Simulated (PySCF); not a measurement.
Predicted microwave data (PySCF 2.14.0, PBE0-D3(BJ)/def2-SVP geometry optimisation, gas phase) for one isomer of C7H13FOSi:

| Quantity | Value |
| --- | --- |
| Rotational constants | A = 1257, B = 999.3, C = 794.8 MHz |
| Dipole components | \|μa\| = 0.71 D, \|μb\| = 0.07 D, \|μc\| = 0.30 D |
| Inertial defect | -272.05 u·Å² |
| κ | -0.11 |

Problem. Which candidate fits, each taken in the one conformer that was computed?
A. `[CH2:1]=[C:2]([CH3:3])[Si@@:4]1([O:5][CH3:6])[CH2:7][CH2:8][C@H:9]1[F:10]` with C1–C2–Si4–O5 -16°, C2–Si4–O5–C6 -67°, C2–Si4–C7–C8 90°, Si4–C7–C8–C9 24°, C7–C8–C9–F10 -149°, C2–Si4–C9–C8 -94°
B. `[F:1][C@@:2]1([CH:3]2[CH2:4][CH2:5][CH2:6]2)[CH2:7][O:8][SiH2:9][CH2:10]1` with F1–C2–C3–C4 -57°, C2–C3–C4–C5 140°, C3–C4–C5–C6 -18°, C4–C5–C6–C3 18°, F1–C2–C7–O8 161°

Solution. A. It is C=C(C)[Si@@]1(OC)CC[C@H]1F, an asymmetric top, point group C1. The candidates at the same level (rigid rotor, commonest isotopes):

| SMILES | A (MHz) | B (MHz) | C (MHz) | μa (D) | μb (D) | μc (D) | Δ (u·Å²) | point group | rotor |
| --- | --- | --- | --- | --- | --- | --- | --- | --- | --- |
| C=C(C)[Si@@]1(OC)CC[C@H]1F | 1257 | 999.3 | 794.8 | 0.71 | 0.07 | 0.30 | -272.05 | C1 | asymmetric top |
| F[C@@]1(C2CCC2)CO[SiH2]C1 | 2073 | 774.8 | 751.2 | 0.30 | 0.97 | 0.62 | -223.36 | C1 | near-prolate asymmetric top |

`F[C@@]1(C2CCC2)CO[SiH2]C1` has A 65 % too high. No structure here is proved a minimum.
